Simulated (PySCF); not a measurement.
# Dipole moment and polarisability of GaCl2Me

Species: GaCl2Me, CH₃Cl₂Ga.
Geometry (PBE0-D3(BJ)/def2-SVP, Å), atoms numbered from 1 in this order:
```
atom  x, y, z in Å
Ga1    0.4674    0.8073    0.0019
Cl2    2.6113    0.9084    0.0274
Cl3   -0.4752    2.7350   -0.0568
C4    -0.5127   -0.8699    0.0147
H5    -0.5972   -1.2401   -1.0185
H6    -1.5224   -0.7225    0.4214
H7     0.0288   -1.6183    0.6099
```

Level: wB97X-D/def2-SVPD (PySCF), static field, nuclei fixed, core orbitals frozen in the response. The polarisability tensor in these axes (au):

```
x   74.63 -0.26  0.45
y   -0.26 74.65 -0.34
z    0.45 -0.34 51.16
```

Problem. Give the principal values, the mean and the anisotropy Δα = √{½[(α1 − α2)² + (α2 − α3)² + (α1 − α3)²]}.

Solution. Principal values 51.14, 74.38 and 74.92 au; mean 66.81 au = 9.90 Å³ = 11.02 × 10⁻⁴⁰ C²·m²/J; Δα = 23.51 au (35 % of the mean).

Problem. What is the dipole moment, and where does it point?

Solution. (-1.52, -2.57, 0.02) D, 2.99 D in size, pointing from the negative to the positive side. Measured along this direction, the outermost atoms are Cl3 and Cl2 at the negative end and H6, H7 and H5 at the positive end.

Problem. Along which axes do the principal values lie, and how far do the nuclei extend along each?

Solution. Largest value along (-0.70, 0.72, -0.02), where the nuclei span 3.49 Å; middle along (0.72, 0.70, 0.00), 4.10 Å; least along (-0.02, 0.01, 1.00), 1.61 Å. The strongest response doesn't lie along the longest of the three spans.

Problem. Refractivity n − 1 of an ideal gas of it at 400 K and 1 atm, from the electronic α?

Solution. N = p/kT = 1.8347 × 10¹⁹ cm⁻³, so n − 1 = 2π × N × 9.90 × 10⁻²⁴ cm³ = 1141 × 10⁻⁶ at long wavelengths, for an ideal gas.

Problem. Give the eigenvalues of the traceless quadrupole moment Θ = ½Σq(3rr − r²1), origin at the centre of nuclear charge.

Solution. -7.28, 2.21, 5.07 D·Å. The values depend on the origin, since the dipole doesn't vanish. The electronic extent ⟨r²⟩ about the same centre is 797 bohr², a root-mean-square distance of 1.74 Å for the 74 electrons.

Problem. How large is μ²/3kT at 273 K beside α?

Solution. In Gaussian units μ²/3kT = 78.92 Å³ against 9.90 Å³, a ratio of 7.97; the Debye molar polarisation (4π/3)N_A(α + μ²/3kT) is 224.1 cm³/mol, leaving out the vibrational part.

Problem. Molar refractivity from α?

Solution. Lorentz–Lorenz: R = (4π/3)N_A α = 2.5225 cm³/(mol·Å³) × 9.90 Å³ = 25.0 cm³/mol, in the limit of long wavelengths.

Isolated species at its PBE0-D3(BJ)/def2-SVP geometry, gas phase. The calculation is non-relativistic, for gallium too.
